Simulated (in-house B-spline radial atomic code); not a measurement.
## Ionising the calcium ion Ca⁵⁺ with different functionals

Computed with a B-spline radial code for spherical atoms: non-relativistic Hamiltonian, point nucleus, spin-polarised at highest spin, spherical fractional occupations for the functionals, and exact exchange of hybrids averaged over the configuration. The ionisation energy is the difference of two self-consistent energies, [Ne] 3s2 3p3 → [Ne] 3s2 3p2, without Breit or QED terms; ε is the level of the shell that loses the electron (its least bound occupied spin orbital).

| method | rung | ΔSCF (eV) | -ε(3p) (eV) |
| --- | --- | --- | --- |
| PBE0 | global hybrid | 107.95 | 100.91 |
| B3LYP | global hybrid | 107.85 | 100.25 |
| TPSSh | global hybrid | 108.14 | 99.62 |
| M06-2X | global hybrid | 107.29 | 103.01 |
| BHandHLYP | global hybrid | 107.78 | 103.22 |
| r2SCAN0 | global hybrid | 108.49 | 101.59 |
| B97-1 | global hybrid | 107.78 | 100.29 |
| HSE06 | range-separated hybrid | 107.92 | 100.46 |
| wB97X | range-separated hybrid | 107.75 | 103.31 |
| CAM-B3LYP | range-separated hybrid | 107.80 | 102.22 |
| LC-wPBE | range-separated hybrid | 107.97 | 103.75 |

Question: Among the functionals, which spreads more, the ΔSCF values or the orbital energies?

Answer: The orbital energies: ΔSCF values span about 1.19 eV and the orbital energies 4.12 eV.

Question: How do they compare with the NIST value?

Answer: NIST lists 108.8 eV ± 0.25 (semi-empirical, ground level to ground level). Errors run from -1.49 to -0.29 eV; r2SCAN0 is closest (-0.29 eV), but part of that can be cancellation, since the calculations leave out relativity, Breit-QED terms, multiplet and fine-structure energies.
